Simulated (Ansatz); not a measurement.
The cluster Na₃Cl₂. Total charge 0; doublet. Geometry PBE0-D4/def2-SVP.

Cartesian coordinates in Å:
```
Na 2.4878 1.9411 0.0603
Na 0.1438 -0.0902 1.4564
Na -1.4140 -0.8762 -1.3706
Cl -2.0272 -1.3222 0.9934
Cl 0.8096 0.3476 -1.1394
```

B3LYP takes the VWN-RPA correlation. The structure comes from a short search, and lower isomers may exist.

(1) Estimate the α-spin orbital energies around the gap (eV) in Ansatz with PBE-D4/def2-SVP, B3LYP-D4/def2-TZVP, PBE0-D4/def2-SVP, ωB97X-V/def2-TZVP, ωB97M-V/def2-TZVP.

Results:

(1) 
| orbital | PBE-D4/def2-SVP | B3LYP-D4/def2-TZVP | PBE0-D4/def2-SVP | ωB97X-V/def2-TZVP | ωB97M-V/def2-TZVP |
| --- | --- | --- | --- | --- | --- |
| HOMO−5 | -7.08 | -8.30 | -8.48 | -11.12 | -10.97 |
| HOMO−4 | -6.69 | -7.94 | -8.09 | -10.73 | -10.56 |
| HOMO−3 | -6.32 | -7.57 | -7.66 | -10.30 | -10.19 |
| HOMO−2 | -6.07 | -7.39 | -7.45 | -10.11 | -9.98 |
| HOMO−1 | -5.85 | -7.18 | -7.22 | -9.93 | -9.82 |
| HOMO | -2.79 | -3.22 | -3.27 | -4.66 | -4.28 |
| LUMO | -1.53 | -1.27 | -1.01 | 0.16 | -0.35 |
| LUMO+1 | -1.37 | -1.10 | -0.85 | 0.33 | 0.07 |
| LUMO+2 | -0.49 | -0.37 | 0.03 | 0.98 | 0.72 |
| LUMO+3 | 0.02 | 0.10 | 0.58 | 1.43 | 1.07 |
| LUMO+4 | 0.47 | 0.38 | 1.02 | 1.60 | 1.15 |
| LUMO+5 | 0.57 | 0.42 | 1.19 | 1.81 | 1.28 |
| β HOMO | -5.84 | -7.18 | -7.22 | -9.93 | -9.82 |
| β LUMO | -1.98 | -1.74 | -1.36 | 0.15 | -0.51 |
